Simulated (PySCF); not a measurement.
**Hf⁺ (hafnium, charge +1) across methods**

[Xe] 4f14 5d1 6s2, 2D determinant. Computed with PySCF 2.14 in aug-cc-pwCVDZ-PP with ECP60MDF (6s6p5d3f, 70 functions), with a scalar-relativistic core potential.

```csv
method,E (hartree),mean ε 5d α (eV),mean ε 6s α (eV),mean ε 6s β (eV),Σ⟨r²⟩ (bohr²),⟨S²⟩
CAM-B3LYP,-48.1496,-13.561,-13.500,-13.394,42.44,1.147
M06-L,-48.1927,-11.400,-11.603,-11.391,43.19,0.792
wB97X,-48.1977,-14.712,-14.425,-14.349,43.06,0.816
LDA,-48.0446,-11.061,-11.951,-11.669,42.41,1.139
```

⟨L²⟩ = 7.44 against 6 for a pure D term, so this real determinant mixes terms. Energies and moments cover only the electrons outside the core potential. Spin-orbit coupling, absent here, splits the open shell strongly. ⟨S²⟩ = 1.15 against 0.75 shows spin contamination.
